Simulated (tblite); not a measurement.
Species: C4H14N3P.
Geometry (GFN2-xTB, Å), atoms numbered from 1 in this order:
```
atom  x, y, z in Å
C1    -1.6112    0.0530    1.1329
N2    -1.4321    0.0143   -0.3001
C3    -2.1762    1.0208   -1.0176
P4    -0.0081   -0.6068   -0.9826
N5    -0.1041   -2.1579   -0.2411
N6     1.1840    0.0389    0.1104
C7     2.2939   -0.7531    0.5873
C8     1.5939    1.3785   -0.2580
H9    -2.6457   -0.2005    1.3828
H10   -1.3878    1.0437    1.5453
H11   -0.9421   -0.6746    1.5849
H12   -1.9163    0.9696   -2.0743
H13   -3.2503    0.8361   -0.9119
H14   -1.9714    2.0352   -0.6517
H15   -1.0337   -2.5294   -0.4130
H16    0.5676   -2.8005   -0.6491
H17    3.1076   -0.8408   -0.1456
H18    2.6981   -0.2758    1.4844
H19    1.9411   -1.7446    0.8570
H20    1.8831    1.9290    0.6417
H21    0.7565    1.8951   -0.7285
H22    2.4427    1.3891   -0.9539
```

Level: GFN2-xTB in tblite, geometry and Hessian alike; calculated harmonic values, unscaled, isolated species. Against measured fundamentals such values can be off by several per cent, at times by over 20. One conformer, not necessarily the lowest.

Harmonic wavenumbers (cm⁻¹): 36.7, 77.9, 100.5, 161.3, 195.0, 199.7, 209.0, 227.2, 248.5, 263.7, 285.0, 317.0, 328.0, 367.2, 378.7, 441.7, 630.5, 662.2, 779.0, 823.4, 889.5, 969.8, 989.8, 1041.3, 1047.1, 1085.9, 1091.7, 1123.2, 1134.5, 1198.5, 1214.4, 1244.5, 1263.3, 1401.3, 1406.6, 1417.2, 1419.5, 1465.9, 1469.5, 1475.6, 1480.9, 1488.9, 1494.9, 1497.6, 1505.5, 1513.4, 2873.2, 2882.5, 2884.9, 2905.1, 2937.0, 2946.0, 2951.6, 2955.5, 2995.7, 3009.0, 3041.9, 3047.6, 3364.4, 3391.6.

A = 2335, B = 1362, C = 1142 MHz; mass 135.093 u (most abundant isotopes); point group C1, symmetry number 1.

Q: Zero-point energy?

A: Half the sum of the wavenumbers: 41124 cm⁻¹ = 491.95 kJ/mol.

Q: Entropy at 298.15 K, 1 bar (ideal gas, RRHO, classical rotation)?

A: Translation 170.04, rotation 120.80, vibration 151.87: S = 442.7 J/(mol K).

Q: And Cp and H(298.15 K) − H(0)?

A: Cp = 184.30 J/(mol K), of which vibrations give 151.04 (their classical limit is 60 R = 498.9); H(298.15 K) − H(0) = 34.01 kJ/mol without the zero-point energy, 24.10 from vibrations.

Q: How do the functions run with temperature in this model?

A: 
```tsv
T (K)	S (J/(mol K))	Cp (J/(mol K))	H − H(0) (kJ/mol)	G − H(0) (kJ/mol)	ln q(vib)
50	245.9	56.5	2.13	-10.17	0.62
100	296.2	92.8	5.86	-23.76	1.97
373.15	487.5	215.7	49.02	-132.88	10.95
500	557.6	264.6	79.55	-199.23	14.87
750	679.7	337.9	155.45	-354.29	22.14
1000	784.2	388.3	246.61	-537.59	28.84
```

q(vib) and H(0) count from the zero-point level.

Q: Which modes carry the vibrational entropy at 298.15 K?

A: 36.7 cm⁻¹: 22.72; 77.9 cm⁻¹: 16.50; 100.5 cm⁻¹: 14.41; 161.3 cm⁻¹: 10.60; 195.0 cm⁻¹: 9.12; 199.7 cm⁻¹: 8.94 J/(mol K); the other 54 give 69.58 together.

Q: Blend soft modes into free rotors: weight 1/[1 + (100 cm⁻¹/ν̃)⁴] for the oscillator and the rest for a rotor with moment μB/(μ + B), μ = h/(8π²ν), B = 10⁻⁴⁴ kg m². What vibrational entropy results?

A: 141.67 J/(mol K) in place of 151.87, which changes −T·S at 298.15 K by +3.04 kJ/mol.

Hindered rotation and anharmonicity are outside this model. Other conformers, if any are populated, would add a mixing term that is left out. The structure is chiral; the term R ln 2 for an equal mix with its mirror image is left out.
